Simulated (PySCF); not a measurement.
LDA on P (phosphorus, neutral), [Ne] 3s2 3p2 3d1, one real determinant (an excited configuration). Calculation: PySCF 2.14, in x2c-QZVPPall with one added diffuse shell each of s, p, d, f type (10s7p5d3f1g, 86 functions); the spin-free X2C one-electron Hamiltonian (Gaussian nucleus).

```
cycle= 1 E= -340.501616933901  delta_E= -0.0182  |g|= 0.0493  |ddm|= 0.348
cycle= 2 E= -340.501914102602  delta_E= -0.000297  |g|= 0.0158  |ddm|= 0.096
cycle= 3 E= -340.502017990786  delta_E= -0.000104  |g|= 0.0034  |ddm|= 0.0341
cycle= 4 E= -340.502024209358  delta_E= -6.22e-06  |g|= 0.000844  |ddm|= 0.00686
cycle= 5 E= -340.502024440697  delta_E= -2.31e-07  |g|= 9.87e-06  |ddm|= 0.00115
cycle= 6 E= -340.502024440454  delta_E= 2.43e-10  |g|= 2.41e-06  |ddm|= 0.000145
converged SCF energy = -340.502024440454  <S^2> = 3.7505554  2S+1 = 4.0002777
```

Highest occupied orbital energy: 0.302 eV; ⟨L²⟩ = 7.98; populations by l: s 6.00, p 8.00, d 1.00, f 0.00.

Can this result be used?

Not for this state. The run converged. ⟨L²⟩ = 7.98 against 12 for a pure F term, so this real determinant mixes terms. The outer electron is Rydberg-like, and this basis confines it to a smaller radius and binds it less than a complete one would. At LDA the highest occupied level has a positive energy, so only the finite basis holds that electron; for this excited configuration the basis is too tight for the outer shell.
